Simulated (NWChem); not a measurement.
The numbers come from NWChem runs, not from measurements. System: H2O3P, charge 0, spin multiplicity 2, at a geometry optimised with UPBE0/def2-SVP. The structure started from a generated list of species. Its SCF solution wasn't tested for a lower state. Level: UHF/def2-SVPD.

Input file:

```
start mol
memory heap 200 mb stack 900 mb global 1100 mb
geometry units angstroms nocenter noautoz noautosym
  O      1.455003    -0.094852     0.557536
  P      0.226000     0.003469    -0.274740
  O     -0.931202    -1.131570    -0.013448
  O     -0.677141     1.326938    -0.017063
  H     -0.548051    -2.013888     0.087766
  H     -1.615235     1.157723    -0.182867
end
basis spherical
  * library def2-svpd
end
scf
  uhf
  nopen 1
  maxiter 100
  thresh 1e-7
  semidirect memsize 60000000 filesize 0
  # guess.movecs holds the orbitals of an unrestricted PBE0 run
  vectors input guess.movecs output mol.movecs
end
task scf energy
```

Part of the output:

```
             Northwest Computational Chemistry Package (NWChem) 7.3.0
             --------------------------------------------------------

                                NWChem Input Module
                                -------------------

 Scaling coordinates for geometry "geometry" by  1.889725989
 (inverse scale =  0.529177249)

                             Geometry "geometry" -> ""
                             -------------------------

 Output coordinates in angstroms (scale by  1.889725989 to convert to a.u.)

  No.       Tag          Charge          X              Y              Z
 ---- ---------------- ---------- -------------- -------------- --------------
    1 O                    8.0000     1.45500300    -0.09485200     0.55753600
    2 P                   15.0000     0.22600000     0.00346900    -0.27474000
    3 O                    8.0000    -0.93120200    -1.13157000    -0.01344800
    4 O                    8.0000    -0.67714100     1.32693800    -0.01706300
    5 H                    1.0000    -0.54805100    -2.01388800     0.08776600
    6 H                    1.0000    -1.61523500     1.15772300    -0.18286700

 Effective nuclear repulsion energy (a.u.)     181.7731240283

            Nuclear Dipole moment (a.u.)
            ----------------------------
        X                 Y               Z
 ---------------- ---------------- ----------------
    -0.0000113384    -0.0000037795    -0.0000018897


 Summary of "ao basis" -> "" (spherical)
 ------------------------------------------------------------------------------
       Tag                 Description            Shells   Functions and Types
 ---------------- ------------------------------  ------  ---------------------
 *                         def2-svpd                  on all atoms

 Summary of "ao basis" -> "ao basis" (spherical)
 ------------------------------------------------------------------------------
       Tag                 Description            Shells   Functions and Types
 ---------------- ------------------------------  ------  ---------------------
 O                         def2-svpd                 9       23   4s3p2d
 P                         def2-svpd                10       24   5s3p2d
 H                         def2-svpd                 4        8   2s2p

                                 NWChem SCF Module
                                 -----------------

  ao basis        = "ao basis"
  functions       =   109
  atoms           =     6
  alpha electrons =    21
  beta  electrons =    20
  charge          =   0.00
  wavefunction    = UHF
  use symmetry    = F
  symmetry adapt  = F

 Summary of "ao basis" -> "ao basis" (spherical)
 ------------------------------------------------------------------------------
       Tag                 Description            Shells   Functions and Types
 ---------------- ------------------------------  ------  ---------------------
 O                         def2-svpd                 9       23   4s3p2d
 P                         def2-svpd                10       24   5s3p2d
 H                         def2-svpd                 4        8   2s2p

 Forming initial guess at       0.0s

 Starting SCF solution at       0.0s

 ----------------------------------------------
         Quadratically convergent UHF

 Convergence threshold     :          1.000E-07
 Maximum no. of iterations :          100
 Integral*density screening:          1.000E-09
 ----------------------------------------------

              iter       energy          gnorm     gmax       time
[...]
              MO Center=  1.1D+00, -1.4D-01,  4.2D-01, r^2= 1.5D+00
   Bfn.  Coefficient  Atom+Function         Bfn.  Coefficient  Atom+Function
  ----- ------------  ---------------      ----- ------------  ---------------
     6      0.546911  1 O  py                 9      0.423263  1 O  py
    52      0.194155  3 O  px

 Vector   20  Occ=1.000000D+00  E=-4.716226D-01
              MO Center=  1.1D+00, -5.6D-02,  3.2D-01, r^2= 1.6D+00
   Bfn.  Coefficient  Atom+Function         Bfn.  Coefficient  Atom+Function
  ----- ------------  ---------------      ----- ------------  ---------------
     7      0.404704  1 O  pz                10      0.329628  1 O  pz
     5     -0.298155  1 O  px                 8     -0.230506  1 O  px
    77     -0.161349  4 O  pz

 Vector   21  Occ=0.000000D+00  E= 1.614573D-02
              MO Center=  1.5D-01, -1.1D-01, -6.7D-01, r^2= 4.4D+00
   Bfn.  Coefficient  Atom+Function         Bfn.  Coefficient  Atom+Function
  ----- ------------  ---------------      ----- ------------  ---------------
    28      3.320608  2 P  s                  4     -1.014192  1 O  s
    51     -0.644100  3 O  s                 74     -0.474640  4 O  s
    59     -0.391297  3 O  py                13      0.336816  1 O  pz
    81     -0.314285  4 O  px                58     -0.269034  3 O  px
    26      0.260382  2 P  s                 11      0.233207  1 O  px

 Vector   22  Occ=0.000000D+00  E= 9.405996D-02
              MO Center= -9.0D-01, -1.9D+00,  5.0D-02, r^2= 6.6D+00
   Bfn.  Coefficient  Atom+Function         Bfn.  Coefficient  Atom+Function
  ----- ------------  ---------------      ----- ------------  ---------------
    59      1.695194  3 O  py                74     -1.600185  4 O  s
    95      1.411701  5 H  s                103      0.863375  6 H  s
    27     -0.538427  2 P  s                 81      0.524438  4 O  px
    28     -0.424506  2 P  s                 99     -0.408593  5 H  px
    58      0.362824  3 O  px                82      0.350059  4 O  py

 Vector   23  Occ=0.000000D+00  E= 1.025394D-01
              MO Center= -1.8D+00,  7.5D-01, -1.6D-01, r^2= 8.0D+00
   Bfn.  Coefficient  Atom+Function         Bfn.  Coefficient  Atom+Function
  ----- ------------  ---------------      ----- ------------  ---------------
   103      1.289491  6 H  s                 81      1.234537  4 O  px
    51      1.221187  3 O  s                 28     -0.926363  2 P  s
    95     -0.865558  5 H  s                 82     -0.693803  4 O  py
    58      0.687071  3 O  px                59     -0.641923  3 O  py
     4     -0.534823  1 O  s                107      0.454781  6 H  px

 center of mass
 --------------
 x =   0.05524422 y =   0.01989112 z =  -0.00410408

 moments of inertia (a.u.)
 ------------------
         219.892269844270           1.778460909354         -41.751429459610
           1.778460909354         238.793531641421           4.941580423071
         -41.751429459610           4.941580423071         406.130046334525

  Mulliken analysis of the total density
  --------------------------------------

    Atom       Charge   Shell Charges
 -----------   ------   -------------------------------------------------------
    1 O    8     8.99   1.99  1.09  0.80  0.13  2.76  1.95  0.22  0.02  0.03
    2 P   15    13.01   2.00  1.99  1.07 -0.13 -0.15  5.94  1.26  0.49  0.54  0.01
    3 O    8     8.74   1.99  1.06  0.73  0.04  2.84  1.92  0.15  0.01 -0.00
    4 O    8     8.76   1.99  1.06  0.72  0.08  2.85  1.91  0.13  0.01  0.00
    5 H    1     0.76   0.67  0.03  0.07  0.00
    6 H    1     0.73   0.66 -0.01  0.07  0.01

  Mulliken analysis of the alpha density
  --------------------------------------

    Atom       Charge   Shell Charges
 -----------   ------   -------------------------------------------------------
    1 O    8     4.62   1.00  0.55  0.40  0.08  1.48  0.99  0.11  0.01  0.01
    2 P   15     6.81   1.00  1.00  0.60  0.01 -0.13  2.97  0.71  0.34  0.29  0.02
    3 O    8     4.41   1.00  0.53  0.36  0.03  1.46  0.96  0.07  0.01 -0.00
    4 O    8     4.42   1.00  0.54  0.36  0.05  1.46  0.95  0.06  0.01 -0.00
    5 H    1     0.38   0.33  0.01  0.03  0.00
    6 H    1     0.36   0.33 -0.00  0.03  0.00

   Mulliken analysis of the beta density
   -------------------------------------

    Atom       Charge   Shell Charges
 -----------   ------   -------------------------------------------------------
    1 O    8     4.37   1.00  0.53  0.40  0.05  1.28  0.96  0.11  0.01  0.02
    2 P   15     6.21   1.00  0.99  0.47 -0.14 -0.02  2.97  0.54  0.15  0.25 -0.01
    3 O    8     4.33   1.00  0.52  0.37  0.01  1.38  0.96  0.08  0.01  0.00
    4 O    8     4.34   1.00  0.53  0.37  0.03  1.38  0.96  0.07  0.01  0.00
    5 H    1     0.39   0.34  0.01  0.03  0.00
    6 H    1     0.37   0.33 -0.00  0.03  0.00

   Mulliken analysis of the spin density
   -------------------------------------

    Atom       Charge   Shell Charges
 -----------   ------   -------------------------------------------------------
    1 O    8     0.25  -0.00  0.02 -0.01  0.03  0.20  0.03 -0.00 -0.00 -0.01
    2 P   15     0.60   0.00  0.00  0.13  0.15 -0.10  0.00  0.17  0.19  0.04  0.02
    3 O    8     0.08   0.00  0.01 -0.01  0.01  0.08 -0.00 -0.01 -0.00 -0.01
    4 O    8     0.08   0.00  0.01 -0.01  0.01  0.08 -0.00 -0.01  0.00 -0.01
    5 H    1    -0.01  -0.01 -0.00  0.00 -0.00
    6 H    1    -0.01  -0.00 -0.00  0.00 -0.00

       Multipole analysis of the density wrt the origin
       ------------------------------------------------

     L   x y z        total         alpha         beta         nuclear
     -   - - -        -----         -----         ----         -------
     0   0 0 0     -0.000000    -21.000000    -20.000000     41.000000

     1   1 0 0     -1.258194     -0.961422     -0.296761     -0.000011
     1   0 1 0     -0.632431     -0.301044     -0.331384     -0.000004
     1   0 0 1     -0.792374      0.188967     -0.981340     -0.000002

     2   2 0 0    -24.277571    -69.223308    -66.532215    111.477953
     2   1 1 0     -1.208611      0.516670      0.478180     -2.203461
     2   1 0 1     -1.325417    -11.267305    -11.478254     21.420142
     2   0 2 0    -19.384688    -63.639878    -62.155185    106.410375
     2   0 1 1     -0.527767      1.309195      1.324205     -3.161167
     2   0 0 2    -22.632760    -19.949317    -15.767542     13.084099

 Task  times  cpu:        5.6s     wall:        5.6s

 Total times  cpu:        5.6s     wall:        5.6s
```
